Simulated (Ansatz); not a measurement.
A nudged elastic band was laid between two geometries of C2H4OSi (8 atoms, charge 0, multiplicity 1).

Method: RKS revPBE-D4/def2-SVP (Ansatz).

```yaml
movable_images: 5
climbing_image: yes
spring: 5.0 eV/Å²
optimiser: quadratic models (default)
start_path: IDPP
force_threshold: 0.5 eV/Å
iteration_limit: 60
end_points: relaxed
```

Image 0:

```xyz
8
Properties=species:S:1:pos:R:3
O -0.251 0.492 2.240
C -0.239 0.313 1.046
C 0.588 0.687 -0.137
Si -0.500 -0.896 -0.447
H 1.680 0.839 -0.034
H 0.104 1.490 -0.734
H -1.457 -0.743 -1.594
H 0.168 -2.239 -0.395
```

Image 6:

```xyz
8
Properties=species:S:1:pos:R:3
O -0.250 0.490 2.239
C -0.239 0.311 1.045
C 0.587 0.689 -0.138
Si -0.497 -0.897 -0.448
H 1.679 0.840 -0.034
H 0.103 1.493 -0.733
H 0.168 -2.241 -0.397
H -1.459 -0.743 -1.591
```

**Question.** What changes between the two ends?

**Answer.** No bond is made or broken. The dihedral O1–C2–Si4–H8 goes from -49 to 121°. The two ends are copies of one structure, up to a mirror image or an exchange of like atoms.

**Question.** Give the energies along the band, and the barrier.

**Answer.** The forces met the threshold. The highest image is number 2 of 0 to 6, 0.60 eV above the ends, which have the same energy within 2 meV. The threshold of 0.5 eV/Å is loose, so the images may lie well off the minimum-energy path. The profile has 2 maxima (images 2, 4) with wells between them (image 3): this band takes more than one step, which may be the mechanism or a detour left from its start path. Another band between the same ends (5 images) ends at a top of the same energy, where a vibrational analysis finds 1 clearly imaginary mode.

```tsv
image	path coordinate (Å)	energy (eV)	dihedral O1–C2–Si4–H8 (°)
0	0.00	0.00	-49
1	1.06	0.32	-37
2	2.11	0.60	-56
3	3.16	0.48	-16
4	4.20	0.58	4
5	5.23	0.00	51
6	6.27	0.00	121
```

**Question.** What is the geometry of the highest image?

**Answer.** 
```xyz
8
Properties=species:S:1:pos:R:3:forces:R:3
O 0.271 -0.081 2.303 0.03 0.03 0.04
C 0.269 0.379 1.237 -0.04 0.02 0.11
C 0.220 0.842 -0.042 0.10 -0.03 -0.09
Si -1.096 -0.969 -0.698 -0.05 0.02 0.00
H 1.211 0.854 -0.537 -0.10 -0.07 -0.06
H -0.409 1.730 -0.221 -0.02 0.00 0.05
H -0.343 -0.911 -2.050 0.09 0.01 0.01
H -0.032 -1.901 -0.048 0.01 0.03 -0.06
```

Time of the run: 2.2 min on 1 thread of Arm Neoverse V1, with other jobs on the host, peak memory 0.14 GiB.
